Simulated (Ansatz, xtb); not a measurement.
# Relaxing a trial structure of C4H8AlBr

The starting geometry of this gas-phase singlet was built from a drawn formula by distance geometry and a force field; its bonds are those of `C=C[CH2][AlH][CH2]Br`.

```xyz
14

C     2.1280    0.3254   -1.8367
C     1.6060    1.0393   -0.8764
C     0.2958    1.7055   -1.0672
C    -0.7623   -1.5912   -0.5680
Al   -1.1987    0.3668   -0.8416
Br    0.2590   -1.8287    1.0589
H     1.6181    0.1536   -2.8292
H     3.1547   -0.1145   -1.7149
H     2.1656    1.2251    0.0516
H     0.1990    2.1869   -2.0191
H     0.1706    2.4241   -0.2659
H    -2.7011    0.8028   -0.9560
H    -1.6555   -2.1742   -0.5965
H    -0.1623   -1.9681   -1.4968
```

Question: Where would you expect an optimisation with r2SCAN-D4/def2-SVP to take it?

Answer: A new bond forms, giving a structure with Br6 bridging Al5 and C4, given below by its coordinates. Contacts that close: Al5–Br6 (3.25 → 2.62 Å).

The energy falls by 0.66 eV over 14 steps:

```tsv
step	E − E(last) (eV)
1	0.664
2	0.315
4	0.172
5	0.108
7	0.014
8	0.003
10	0.000
11	0.000
13	0.000
14	0.000
```

Final geometry (Å):

```yaml
atoms:
  - { symbol: C, position_ang: [2.2965, 0.3884, -1.9695] }
  - { symbol: C, position_ang: [1.6036, 0.9453, -0.9627] }
  - { symbol: C, position_ang: [0.2707, 1.6027, -1.0636] }
  - { symbol: C, position_ang: [-0.8093, -1.5665, -0.8130] }
  - { symbol: Al, position_ang: [-1.2020, 0.3556, -0.6413] }
  - { symbol: Br, position_ang: [-0.4010, -1.3576, 1.1778] }
  - { symbol: H, position_ang: [1.9326, 0.4227, -3.0038] }
  - { symbol: H, position_ang: [3.2544, -0.1093, -1.7940] }
  - { symbol: H, position_ang: [2.0241, 0.8747, 0.0510] }
  - { symbol: H, position_ang: [0.0811, 1.9584, -2.0957] }
  - { symbol: H, position_ang: [0.1973, 2.4878, -0.4065] }
  - { symbol: H, position_ang: [-2.6911, 0.8095, -0.3353] }
  - { symbol: H, position_ang: [-1.5791, -2.3480, -0.8544] }
  - { symbol: H, position_ang: [0.1394, -1.9112, -1.2468] }
```

From the same start GFN2-xTB reaches the same bonding as this run.

No frequencies were run, so the end isn't proven a minimum. Run with Ansatz 0.2.0, 2.2 min on 2 threads of Intel(R) Xeon(R) Processor @ 2.50GHz (Skylake/Cascade Lake) (shared host).
